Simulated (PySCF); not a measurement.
Trend along the chalcogens: MH cations

CCSD(T) with double-zeta basis sets in PySCF, for the lowest determinant that a PBE0 search found; no spin–orbit coupling. De refers to high-spin ground-configuration atoms (the charge goes to the atom of lower measured ionisation energy or higher electron affinity, which is not always the lowest computed limit).

```csv
M,basis,"reference, frozen orbitals",charged atom,state (unpaired electrons),Re (Å),ωe (cm⁻¹),De (eV)
O,def2-SVP,"UHF, 1",H+,triplet (π ↑↑),1.036,3160,5.42
S,def2-SVP,"UHF, 5",S+,triplet (π ↑↑),1.372,2595,3.30
Se,jorge-DZP-DKH,"UHF, 9",Se+,triplet (π ↑↑),1.456,2512,2.89
Te,def2-SVP,"UHF, 4",Te+,triplet (π ↑↑),1.675,2086,2.41
```

The shortest bond is that of OH⁺ (1.036 Å), the longest that of TeH⁺ (1.675 Å). OH⁺ is bound most strongly (5.42 eV) and TeH⁺ least (2.41 eV).

The rows differ in basis set, which adds steps of its own.

Relativity is treated differently too: O no relativity; S no relativity; Se spin-free X2C; Te scalar-relativistic core potentials.

Down a group bonds as a rule get longer and wavenumbers fall, partly through the reduced mass; this series shows no clear exception.

Correlated steps freeze the inner cores (1 to 9 orbitals); shallow outer-core shells are correlated. Correlated levels converge slowly with the basis: in double zeta they bind strong bonds too weakly, by up to about 1 eV, and carry superposition errors of some tenths. These are scalar-relativistic numbers at best; spin–orbit coupling would shift them, the dissociation energy most. For an ion De counts to the pair picked by the measured ionisation energies or electron affinities, which need not be the lowest pair at this level. States were picked by a PBE0 search and need not be the measured ground states.
